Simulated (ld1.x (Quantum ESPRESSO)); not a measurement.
# Configuration tests for Tc (TM)

```json
{
  "Element": "Tc (Z = 43)",
  "Generator": "ld1.x (Quantum ESPRESSO) 7.5",
  "Type": "norm-conserving Troullier–Martins (Kleinman–Bylander form)",
  "Functional": "PBE",
  "Relativity": "scalar-relativistic",
  "Frozen core": "[Ar] 3d10 4s2",
  "Valence charge": "13",
  "Reference configuration": "4p6 4d5 5s0 5p0 (charge +2)",
  "Partial waves": "5s (bound, empty): rc 2.05 bohr; 4d (bound): rc 1.45 bohr; 4p (bound): rc 1.90 bohr",
  "Local potential": "the p channel",
  "Core correction": "a·sin(br)/r model core, default radius (core density twice the valence density)"
}
```

Energies are relative to the spin-unpolarised reference configuration 4p6 4d5 5s0 5p0; without spin polarisation the order of configurations can differ from experiment.

| valence configuration | charge | ΔE all-electron (eV) | error AE − PS (meV) |
| --- | --- | --- | --- |
| 4p6 4d5 5s2 5p0 | 0 | -23.004 | -15 |
| 4p6 4d5 5s1 5p0 | +1 | -14.851 | -3.6 |
| 4p6 4d4 5s0 5p0 | +3 | 28.706 | -0.5 |
| 4p6 4d5 5s1.5 5p0 | +0.5 | -19.723 | -8.7 |
| 4p6 4d6 5s1 5p0 | 0 | -23.944 | +3.5 |
| 4p6 4d5 5s0 5p2 | 0 | -15.293 | +281 |

**Question.** What are ΔE and the potential's error for 4p6 4d5 5s0 5p1?

**Answer.** ΔE = -10.269 eV all-electron; the error (AE − PS) is +205 meV.

Levels in the configuration 4p6 4d5 5s2 5p0:

```json
{"level": "4p", "all-electron (eV)": "-45.342", "pseudo (eV)": "-45.412"}
{"level": "4d", "all-electron (eV)": "-6.662", "pseudo (eV)": "-6.687"}
{"level": "5s", "all-electron (eV)": "-5.043", "pseudo (eV)": "-5.029"}
```

Note: ghost state, extra bound levels that the all-electron valence spectrum of the same l lacks: s at -52.4 eV. A true bound ghost makes a file unfit for plane-wave use.
